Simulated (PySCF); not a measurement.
Radial density of Nb+ (niobium, charge +1)

UHF, [Kr] 4d4, high-spin 5D determinant. All numbers are calculated (PySCF 2.14, a scalar-relativistic core potential, in aug-cc-pVTZ-PP with one added diffuse shell each of s, p, d, f, g type with ECP28MDF (7s7p6d4f3g, 113 functions)). This is the valence pseudo-density: the core potential removes the inner electrons and smooths the orbitals near the nucleus.

```tsv
r (bohr)	4πr²ρ (e/bohr)	4πr²(ρα − ρβ)
0.0366	1.603e-05	0.0000
0.0616	4.217e-05	0.0000
0.104	0.0001617	0.0000
0.174	0.001399	0.0003
0.293	0.02290	0.0048
0.493	0.6281	0.0737
0.829	6.708	0.7311
1.39	8.378	2.1491
2.35	1.985	1.3703
3.95	0.2105	0.2058
6.64	0.003951	0.0040
```

Energies and moments cover only the electrons outside the core potential.
